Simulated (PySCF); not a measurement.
## Rhodium: a sound run and one with changed settings

Sound run: Rh [Kr] 4d8 5s1, Rh⁺ [Kr] 4d8. Calculation: PySCF 2.14, in def2-TZVP with the def2 core potential (28 electrons); a scalar-relativistic core potential. The sound run starts from symmetry-adapted Hartree-Fock orbitals and uses a fine grid where one is needed.

A second run was set up differently.

```
species  method  sound run (hartree)  changed run (hartree)  converged
     Rh     UHF           -109.74319             -109.74319        yes
     Rh     PBE           -110.50182             -110.56057        yes
     Rh    PBE0           -110.47905             -110.52373        yes
    Rh⁺     UHF           -109.51136             -109.51136        yes
    Rh⁺     PBE           -110.21217             -110.27329        yes
    Rh⁺    PBE0           -110.20074             -110.24741        yes
```

Ionisation energy of Rh:

| method | sound run (eV) | changed run (eV) |
| --- | --- | --- |
| UHF | 6.309 | 6.309 |
| PBE | 7.882 | 7.817 |
| PBE0 | 7.573 | 7.519 |

Task: What was changed?
A. all electrons correlated in a valence basis
B. angular grid far too coarse
C. a valence shell is frozen
D. basis contracted for another Hamiltonian

Result: B. It used 14 angular points. A coarse angular grid integrates products of high-l functions wrongly, so density functionals can shift, and the SCF can exploit the error; Hartree-Fock and MP2 need no grid.
